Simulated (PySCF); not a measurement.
## Relaxation of quintet Cr(OH)2

These are results of UPBE0 in PySCF with Cr def2-SVP, O def2-SVP, H def2-SVP; no relativity; density-fitted integrals, not measurements. A (50,194) grid was used.

A start displaced from a saddle point along its imaginary mode, of C2 symmetry, held to at least that symmetry:

```xyz
5
charge 0 multiplicity 5, angstrom
Cr    0.0000   -0.0716    0.0000
O     0.0022    0.1006    1.7917
O    -0.0022    0.1006   -1.7917
H    -0.7236    0.2500    2.4219
H     0.7236    0.2500   -2.4219
```

Optimiser trace:
| step | E − E(last) (kJ/mol) | largest gradient (Eh/bohr) |
| --- | --- | --- |
| 0 | 4.61 | 0.00845 |
| 1 | 3.67 | 0.00247 |
| 2 | 3.55 | 0.00154 |
| 3 | 3.24 | 0.00458 |
| 4 | 2.35 | 0.01060 |
| 5 | 2.09 | 0.00889 |
| 6 | 1.85 | 0.00417 |
| 7 | 1.14 | 0.00531 |
| 8 | 0.62 | 0.00360 |
| 9 | 0.33 | 0.00280 |
| 10 | 0.13 | 0.00125 |
| 11 | 0.06 | 0.00156 |
| 12 | 0.01 | 0.00079 |
| 13 | 0.00 | 0.00058 |
| 14 | 0.00 | 0.00010 |

It ends at C2 with Cr–O 1.785 Å (×2), O–H 0.962 Å (×2); Cr–O–H 125.7° (×2), O–Cr–O 143.6° (after a last refinement on a finer grid). A frequency run shows a minimum. Other isomers or separated fragments may lie lower.

Final geometry:
```xyz
5
charge 0 multiplicity 5, angstrom
Cr    0.0000   -0.2314    0.0000
O     0.0442    0.3260    1.6956
O    -0.0442    0.3260   -1.6956
H    -0.6773    0.7577    2.1635
H     0.6773    0.7577   -2.1635
```

With open d or f shells other occupations or spin states may lie lower.
